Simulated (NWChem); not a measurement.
System: SiH3TeCl; SMILES Cl[Te][SiH3]

The following NWChem deck was run.

```
start job
memory heap 200 mb stack 900 mb global 1100 mb
geometry units angstroms noautoz
  Te     0.691317     0.061174    -0.017102
  Cl    -1.072252     1.672850     0.023808
  Si    -0.950250    -1.834736    -0.003942
  H     -1.777742    -1.788546     1.233900
  H     -0.109688    -3.069905    -0.027507
  H     -1.818804    -1.769757    -1.212458
end
basis spherical
  * library def2-svp
end
ecp
  Te library def2-ecp
end
dft
  xc xcamb88 1.00 lyp 0.81 vwn_5 0.19 hfexch 1.00
  cam 0.33 cam_alpha 0.19 cam_beta 0.46
  iterations 150
  vectors input atomic output neutral.movecs
end
task dft energy
charge 1
dft
  odft
  mult 2
  vectors input atomic output cation.movecs
end
task dft energy
```

The geometry was optimised at PBE0/def2-SVP. Not confirmed as a minimum by frequencies. def2 effective core potentials on Te; no spin-orbit coupling.

Ions are spin-unrestricted doublets at the neutral geometry; other ion states weren't tried.

Question: Give the results of this calculation. (CAM-B3LYP/def2-SVP with def2 effective core potentials on Te, vertical spin-unrestricted ions.) Quantities: vertical ionisation energy, ΔSCF (eV); −ε(HOMO) (eV).

Answer: The vertical ionisation energy, ΔSCF (eV) is 8.67 and the −ε(HOMO) (eV) is 7.68.
